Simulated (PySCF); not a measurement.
ClH3SiZn, SMILES [Cl][Zn][SiH3].

Geometry optimised at PBE0-D3(BJ)/def2-SVP.

Method: M06-2X/def2-TZVPD run with PySCF.

Symmetry labels are those of the subgroup Cs that the program uses (full group C3v).

Computed valence orbital energies around the gap with their symmetry:
```tsv
orbital	symmetry	energy (eV)
HOMO−7	A'	-18.43
HOMO−6	A'	-16.62
HOMO−5	A'	-11.67
HOMO−4	A'	-11.24
HOMO−3	A"	-11.24
HOMO−2	A'	-10.11
HOMO−1	A"	-10.11
HOMO	A'	-9.13
LUMO	A'	-0.70
LUMO+1	A"	-0.70
LUMO+2	A'	-0.38
LUMO+3	A'	0.50
```
